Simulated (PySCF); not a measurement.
C4H12Al (charge -1).
Atom-mapped SMILES: `[CH3:1][Al-:2]([CH3:3])([CH3:4])[CH3:5]` (hydrogens: H6, H7, H8 on C1; H9, H10, H11 on C3; H12, H13, H14 on C4; H15, H16, H17 on C5)

Cartesian coordinates in Å at the PBE0-D3(BJ)/def2-SVP level; atoms count from 1:
```xyz
17
C4H12Al angstrom
C     -0.2682   -1.2846   -1.5567
Al    -0.0019   -0.0016   -0.0011
C     -0.0166    1.9108   -0.6926
C     -1.5037   -0.2433    1.3493
C      1.7841   -0.3801    0.8954
H     -1.2280   -1.1127   -2.0818
H     -0.2711   -2.3445   -1.2356
H      0.5286   -1.1893   -2.3198
H      0.1198    2.6508    0.1200
H     -0.9684    2.1694   -1.1961
H      0.7895    2.1000   -1.4280
H     -2.5019   -0.0504    0.9103
H     -1.5356   -1.2698    1.7639
H     -1.4027    0.4415    2.2138
H      1.8469   -1.4109    1.2952
H      2.6354   -0.2617    0.1969
H      1.9800    0.3003    1.7470
```

The closed-shell ground state was solved at several levels (PySCF, density fitting, gas phase, non-relativistic). No diffuse functions stand in pcSseg-0 and pcSseg-1, which bears on an anion's orbital energies.

```csv
level,basis functions,total energy (Eh),HOMO (eV),LUMO (eV),gap (eV)
OPBE/pcSseg-1,152,-401.9885,-0.80,4.87,5.67
BLYP/pcSseg-1,152,-402.0004,-0.72,4.55,5.27
BP86/pcSseg-1,152,-402.1351,-0.96,4.60,5.56
PBE0/pcSseg-0,73,-401.2085,-2.04,5.99,8.03
CAM-B3LYP/def2-SVPD,200,-401.8565,-3.60,4.26,7.86
```

(1) What might LDA/pcSseg-1 (152 basis functions) give for the same quantities?

(2) Over all these levels, which gives the widest orbital gap and which the narrowest?

## Answers

(1) Total energy -399.5103 Eh, HOMO -0.94 eV, LUMO 4.39 eV, gap 5.33 eV.

(2) PBE0/pcSseg-0 (global hybrid, 25 % exact exchange) has the widest, 8.03 eV, and BLYP/pcSseg-1 (GGA) the narrowest, 5.27 eV. Functional and basis both differ between the two, so the spread mixes both effects.
